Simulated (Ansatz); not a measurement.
Saddle point of SiNH4Cl3O, closed shell (SiHCl₃O ([OH][Si]([Cl])([Cl])[Cl]) + NH₃ → SiNH₂Cl₃ ([NH2][Si]([Cl])([Cl])[Cl]) + H₂O; bonds formed: O2–H6; dative contacts that become bonds: Si1–N7; bonds broken: Si1–O2, H6–N7), PBE0-D4/def2-TZVP structure:

Si1  (-0.368, 0.400, -0.477)
O2  (-0.592, -1.420, 0.082)
Cl3  (0.211, -0.288, -2.347)
Cl4  (-2.339, 0.769, -0.059)
Cl5  (0.206, 2.417, -0.823)
H6  (0.306, -1.043, 0.768)
N7  (0.775, 0.161, 0.943)
H8  (-0.424, -2.087, -0.589)
H9  (0.491, 0.675, 1.771)
H10  (1.732, 0.417, 0.731)
(Å)

Energies are electronic, without zero-point energy. Barriers and step energies count from the start structure reached by relaxing down the imaginary mode; all methods use the PBE0-D4 structures, on which another method's saddle can fall below an end. Computed with Ansatz 0.2.0 (basis: def2-TZVPP, with def2-QZVPP for the basis limit); correlated methods freeze the cores. B3LYP uses VWN-RPA correlation. Extrapolation: Hartree–Fock as exp(−7.88 √X), correlation as X^−2.97.

```
      method  barrier (kJ/mol)  step energy (kJ/mol)
       SPW92                 ?                  82.8
      PBE-D4                 ?                  55.3
     BLYP-D4             140.9                  45.1
   r2SCAN-D4             145.6                  62.2
      B97M-V             161.1                  60.3
     PBE0-D4             144.6                  57.4
    B3LYP-D4             150.3                  47.8
  r2SCAN0-D4             153.4                  62.3
    BHLYP-D4                 ?                  51.0
CAM-B3LYP-D4             152.0                  53.1
     wB97X-V             153.8                  58.6
     wB97M-V             152.7                  60.6
      B2PLYP             154.1                  49.5
    PBE-QIDH             154.4                  60.9
  RPA on PBE             155.1                  52.5
          HF             195.8                  32.0
         MP2             153.8                  58.7
        CCSD             164.7                  52.3
     CCSD(T)             158.0                  55.5
```

Task: Fill in the withheld barriers. (An estimate is asked for; the value comes from the calculation.)

Result: By the calculation: BHLYP-D4 166.3; SPW92 117.0; PBE-D4 131.5 kJ/mol. Each is the energy of the saddle less that of the start structure, by the same method.

For comparison, the barrier by CCSD(T) at an estimated basis limit (MP2 extrapolated from triple and quadruple zeta, plus CCSD(T) − MP2 in triple zeta) is 158.6 kJ/mol.

The T1 diagnostic stays at or below 0.010.

Labels in which every atom is bracketed show which atoms are joined, not bond orders.

For scale, one of the runs: CCSD(T)/def2-TZVPP, 286 basis functions, launched by `ansatz run in.yaml --threads 8 --pin off --events-out ev --progress --plain --max-ram 19148MiB`. Hardware: 8 CPU threads of an Arm Neoverse V2, shared host. Wall time 2.9 min; peak host memory 8.2 GiB.
